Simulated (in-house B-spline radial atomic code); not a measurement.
Computed with a B-spline radial atomic code. Model: two electrons, singlet ground state, non-relativistic, full CI in B-splines with partial waves to l = 8 (at full coupling up to 3e-4 hartree above the limit, correlation up to 0.6 % small), density held at that of full coupling by Lieb maximisation.

W(λ) is the mean repulsion in the state of coupling λ less the Hartree energy of the fixed density. Its start is exact exchange, its initial slope is twice the second-order Görling-Levy correlation energy, and its area from 0 to 1 is E_xc. A straight curve means weak, dynamic correlation, and a curve that drops fast and flattens means strong correlation.

Command:
```bash
python run_ac.py task.json out
```
Settings (lengths in bohr, energies in hartree):
```
potential              gauss
strength               0.922
lmax                   8
second                 12.7
```

Time taken, with all properties: 19 s on 1 thread of Intel(R) Xeon(R) Processor @ 2.30GHz (shared host).

**W = mean repulsion less Hartree energy, and W of three functionals.**

Given: confinement Gaussian well; well depth 0.922 hartree; well width 12.7 bohr; external potential -V exp(-r^2/w^2).

Computed: LDA exchange minus exact 29.649 millihartree; SCAN exchange minus exact 0.16991 millihartree.

| coupling | W xc (hartree) | W xc minus exchange (millihartree) | kinetic minus Kohn-Sham (millihartree) | LDA (PW92) W minus its exchange (millihartree) | PBE W minus its exchange (millihartree) | SCAN W minus its exchange (millihartree) |
| --- | --- | --- | --- | --- | --- | --- |
| 0 | -0.20766 | 0 | 0 | 0 | 0 | 0 |
| 0.02 | -0.20967 | -2.011 | 0.02 | -8.32 | -3.29 | -1.85 |
| 0.05 | -0.21252 | -4.86 | 0.12 | -15.83 | -7.44 | -4.41 |
| 0.12 | -0.21847 | -10.806 | 0.62 | -27.75 | -15.24 | -9.75 |
| 0.25 | -0.22738 | -19.725 | 2.24 | -42.19 | -26.02 | -17.9 |
| 0.4 | -0.23516 | -27.504 | 4.74 | -53.5 | -35.17 | -25.33 |
| 0.6 | -0.24276 | -35.104 | 8.5 | -64.22 | -44.27 | -33 |
| 0.8 | -0.24832 | -40.665 | 12.37 | -72.13 | -51.17 | -38.93 |
| 1 | ? | ? | ? | ? | ? | ? |
| 1.4 | -0.25865 | -50.995 | 23.39 | -87.5 | -64.98 | -50.67 |
| 2 | ? | ? | ? | ? | ? | ? |
| 3 | -0.27034 | -62.682 | 47.51 | -106.86 | -82.87 | -64.24 |
| 4.5 | -0.27532 | -67.664 | 65.84 | -115.95 | -91.39 | -69.44 |

(1) What belongs in the row 1?

(2) What belongs in the row 2?

(3) What is the PBE exchange minus exact?

**Energy parts, natural occupations and partial-wave weights.**

Computed: total energy -1.3366 hartree; exchange energy -0.20766 hartree; correlation energy -0.02874 hartree; kinetic part of the DFT correlation energy 0.01617 hartree; initial slope twice GL2 -0.10279 hartree; kinetic part over minus potential part 0.36005; Kohn-Sham kinetic 0.10437 hartree.

```tsv
natural	occupation of the shell (electrons)
s	1.8212
p	0.1681
s	0.0092486
d	0.00087295
p	?
f	0.00010038
```

(4) What belongs in the row p?

```tsv
wave	weight
s	0.91527
p	0.084203
d	?
f	5.5326e-05
g	1.2083e-05
```

(5) What belongs in the row d?

(6) What is the Lieb Oxford ratio E_xc over LDA exchange?

(7) What is the Hartree energy?

Answers

(1) W xc (hartree): -0.25257; W xc minus exchange (millihartree): -44.91; kinetic minus Kohn-Sham (millihartree): 16.17; LDA (PW92) W minus its exchange (millihartree): -78.3; PBE W minus its exchange (millihartree): -56.67; SCAN W minus its exchange (millihartree): -43.65.

(2) W xc (hartree): -0.26451; W xc minus exchange (millihartree): -56.853; kinetic minus Kohn-Sham (millihartree): 33.21; LDA (PW92) W minus its exchange (millihartree): -96.89; PBE W minus its exchange (millihartree): -73.6; SCAN W minus its exchange (millihartree): -57.56.

(3) 8.7018 millihartree.

(4) occupation of the shell (electrons): 0.00028885.

(5) weight: 0.00045552.

(6) 1.328.

(7) 0.41532 hartree.

Half-way to full coupling W has made 70 % of its drop, against 50 % for a straight line, and second-order (GL2) theory, half the initial slope, overshoots the correlation energy by about 79 %: correlation is strong. Over couplings 0 to 1 the errors in E_xc come to about +4.1 millihartree for LDA, +0.8 millihartree for PBE, +1.8 millihartree for SCAN, so PBE is nearest. In LDA and PBE the errors of exchange and correlation have opposite signs, so the sum is smaller than the larger of the two.
